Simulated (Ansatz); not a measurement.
The same ligand exchange along the group B, Al, In.

Computed with Ansatz on PBE0-D4/def2-TZVP structures; ΔE is electronic, products minus reactants. CBS: MP2 limit from def2 TZ/QZ plus the TZ coupled-cluster correction, frozen cores. This one scheme is used for every species. def2 core potentials past Kr. For In, Se outer-core shells are correlated without core-valence functions, which leaves a few kJ/mol of doubt a bond. Scalar relativity is left out up to krypton. Each species was taken in one conformer, which may not be the lowest.

```
                                              reaction  CCSD(T)/CBS(def2) (eV)
              `FB(Cl)[SeH]` + H–F → `FB(F)[SeH]` + HCl                   -0.57
`[F][Al]([Cl])[SeH]` + H–F → `[F][Al]([F])[SeH]` + HCl                   -0.20
`[F][In]([Cl])[SeH]` + H–F → `[F][In]([F])[SeH]` + HCl                       ?
```

(1) Fill in the missing values. (An estimate is asked.)

Largest T1 diagnostic: 0.015, for `[F][In]([F])[SeH]`.

## Answers

(1) The calculation gave: `[F][In]([Cl])[SeH]` + H–F → `[F][In]([F])[SeH]` + HCl: +0.65 eV.
